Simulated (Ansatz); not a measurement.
```yaml
crystal:
  periodic: [false, false, false]
  atoms:
    - {symbol: Cl, position_ang: [-1.104719, -0.537727, 1.183045]}
    - {symbol: B, position_ang: [-0.490079, -0.326773, -0.278165]}
    - {symbol: Te, position_ang: [1.188185, 0.603320, -0.630454]}
    - {symbol: H, position_ang: [-1.029584, -0.721097, -1.145678]}
    - {symbol: H, position_ang: [1.482014, 0.914566, 0.833164]}
basis:
  gaussian: {orbitals: def2-TZVP}
hamiltonian: {xc: {name: B3LYP5}}
output: {forces: true}
```

```sh
$ ansatz run in.yaml --threads 2 --pin off --events-out ev --progress --plain --max-ram 4352MiB
```

Output, abridged:

```
Functional definition: B3LYP5
  name "B3LYP5"
  cite "Stephens, Devlin, Chabalowski & Frisch, J. Phys. Chem. 98, 11623 (1994) doi:10.1021/j100096a001"
  cite "Becke, Phys. Rev. A 38, 3098 (1988) doi:10.1103/PhysRevA.38.3098"
  cite "Lee, Yang & Parr, Phys. Rev. B 37, 785 (1988) doi:10.1103/PhysRevB.37.785"
  cite "Vosko, Wilk & Nusair, Can. J. Phys. 58, 1200 (1980) doi:10.1139/p80-159"
  parameter a0 = 0.2
  parameter ax = 0.72
  parameter ac = 0.81
  exchange = (1 - a0 - ax)*slater_x + ax*b88_x + a0*exact_x
  correlation = (1 - ac)*vwn5_c + ac*lyp_c
943 factors; their error is unknown
mean field evaluation 1: about -20519.9853 eV, gradient 3.6e1 eV
mean field evaluation 2: about -20515.8731 eV, gradient 5.4e1 eV
mean field evaluation 4: about -20523.5134 eV, gradient 1.8e0 eV
mean field evaluation 8: about -20523.5197 eV, gradient 3.5e-2 eV
mean field evaluation 16: about -20523.6457 eV, gradient 1.0e-4 eV
mean field -20523.64574042 eV, -754.2300695336 hartree, gradient 1.0e-5 eV, S^2 0.000000; 0 other end points of the search recorded, 0 dependent functions left out
the calculation of the forces begins
reference -20523.64596111 eV, -754.2300776437 hartree; 24, 24 occupied and 106, 106 virtual orbitals, 943 factors
Total energy: -20523.64596111 eV, -754.2300776437 hartree
Atom 0 at    -1.104719    -0.537727     1.183045 Å, force    -2.251380    -0.822356     4.843826 eV/Å
Atom 1 at    -0.490079    -0.326773    -0.278165 Å, force    -0.033968    -0.175540    -1.604341 eV/Å
Atom 2 at     1.188185     0.603320    -0.630454 Å, force     2.944558     1.312468    -3.899782 eV/Å
Atom 3 at    -1.029584    -0.721097    -1.145678 Å, force    -1.373261    -1.016796    -2.340223 eV/Å
Atom 4 at     1.482014     0.914566     0.833164 Å, force     0.714052     0.702225     3.000520 eV/Å
Dipole moment:     0.089138     0.051863     0.006626 e Å
```

It took 2.5 s on 2 threads of an Arm Neoverse V2 on a shared host, with 0.25 GiB of host memory at the peak.
